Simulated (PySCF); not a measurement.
# NdH from Hartree–Fock to correlated methods

State: sextet, about 4.0 electrons in the 4f shell (Mulliken), real f orbitals that mix terms. Set-up: PySCF, spin-free X2C with a Gaussian nucleus, basis sets Nd x2c-SVPall, H x2c-SVPall. De refers to Nd (4f4 6s2) + H in their high-spin ground configurations, without counterpoise correction. The functionals are run spin-unrestricted. A positive dipole means Nd(−)H(+). Levels whose curve was spin-contaminated or gave no clean fit are not listed.

```json
{"Level": "UHF", "Re (Å)": "2.226", "ωe (cm⁻¹)": "1203", "De (eV)": "n/a", "μ (D)": "-3.88"}
{"Level": "UHF-MP2", "Re (Å)": "2.122", "ωe (cm⁻¹)": "1307", "De (eV)": "n/a", "μ (D)": "n/a"}
{"Level": "UHF-SCS-MP2", "Re (Å)": "2.140", "ωe (cm⁻¹)": "1289", "De (eV)": "n/a", "μ (D)": "n/a"}
{"Level": "UHF-CCSD", "Re (Å)": "2.129", "ωe (cm⁻¹)": "1297", "De (eV)": "1.80", "μ (D)": "n/a"}
{"Level": "UHF-CCSD(T)", "Re (Å)": "2.118", "ωe (cm⁻¹)": "1305", "De (eV)": "1.74", "μ (D)": "n/a"}
{"Level": "PBE", "Re (Å)": "2.123", "ωe (cm⁻¹)": "1249", "De (eV)": "2.17", "μ (D)": "-3.31"}
{"Level": "r²SCAN", "Re (Å)": "2.130", "ωe (cm⁻¹)": "1263", "De (eV)": "2.43", "μ (D)": "-3.59"}
{"Level": "PBE0", "Re (Å)": "2.134", "ωe (cm⁻¹)": "1255", "De (eV)": "2.10", "μ (D)": "-3.60"}
{"Level": "MN15", "Re (Å)": "2.126", "ωe (cm⁻¹)": "1259", "De (eV)": "1.80", "μ (D)": "-3.48"}
{"Level": "ωB97X", "Re (Å)": "2.164", "ωe (cm⁻¹)": "1236", "De (eV)": "1.74", "μ (D)": "-3.87"}
```

Q: Which functional lies closest to UHF-CCSD(T) in De, which farthest, and by how much do they differ from it?

A: Closest is ωB97X (+4.6 pm in Re, -5.3 % in ωe, +0.00 eV in De against UHF-CCSD(T) in the same basis), farthest r²SCAN (+1.2 pm in Re, -3.2 % in ωe, +0.69 eV in De). CCSD(T) converges more slowly with the basis than the functionals do and binds too weakly in this one, so the order can change at the basis-set limit.

Q: What does the step from GGA to meta-GGA do here, going from PBE to r²SCAN?

A: r²SCAN less PBE: +0.7 pm in Re, +1.1 % in ωe, +0.26 eV in De. 

Q: What does second-order correlation do here, going from UHF to UHF-MP2?

A: UHF-MP2 less UHF: -10.4 pm in Re, +8.6 % in ωe. Correlation nearly always deepens the well. The bond shortens, as in weak, metallic or heavy-atom bonds, where dispersion and the correlation of outer-core electrons pull the atoms together.

Correlated steps freeze 18 core orbitals. Correlated levels converge slowly with the basis: in double zeta they bind strong bonds too weakly, by up to about 1 eV, and carry superposition errors of some tenths. These are scalar-relativistic numbers at best; spin–orbit coupling would shift them, the dissociation energy most. Counting both spins, an empty level lies below a filled one in some of these solutions, because spin and occupation are held. The CCSD T1 diagnostic is raised, a sign that a single reference may not be enough here. With d or f electrons several states lie close, and the lowest PBE0 determinant need not be the measured ground state.

The whole job (state search and all levels along the bond) took about 23 min on 2 threads of Arm Neoverse V1 (shared host), peak memory 2.5 GiB.
